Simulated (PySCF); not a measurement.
# Electron correlation in Ge (germanium, neutral)

Starting occupation: [Ar] 3d10 4s1 4p2 4d1, 4s1/2 with m_j = +1/2, 4p3/2 with m_j = +1/2, +3/2, 4d5/2 with m_j = +5/2. Computed with PySCF 2.14 in x2c-TZVPall-2c with one added diffuse shell each of s, p, d type (7s8p5d1f, 63 functions), with X2C-1e with screened-nucleus spin-orbit coupling, Gaussian nucleus. Frozen: [Ne]; 22 electrons correlated.

MP2 pair energies summed by pair of shells (mhartree):

```
 pair   energy  share (%)
3d-3d  -107.11       37.7
3d-3p   -82.41       29.0
3p-3p   -22.83        8.0
3d-3s   -21.37        7.5
3d-4p   -12.15        4.3
3p-3s   -12.02        4.2
3d-4s    -7.72        2.7
4p-4p    -4.33        1.5
4p-4s    -3.90        1.4
4d-4p    -2.52        0.9
3p-4p    -1.96        0.7
3p-4s    -1.76        0.6
3s-3s    -1.60        0.6
4d-4s    -1.03        0.4
3d-4d    -0.79        0.3
3s-4p    -0.37        0.1
3s-4s    -0.24        0.1
3p-4d    -0.12        0.0
3s-4d    -0.03        0.0
```

Total MP2 correlation energy: -284.25 mhartree.

The GHF reference relaxed away from the jj start to a determinant that is no pure jj level (⟨S²⟩ = 6.00, ⟨J²⟩ = 30.01); the energies belong to that determinant.

This basis was not built for core-valence correlation, so the inner-shell part is incomplete.
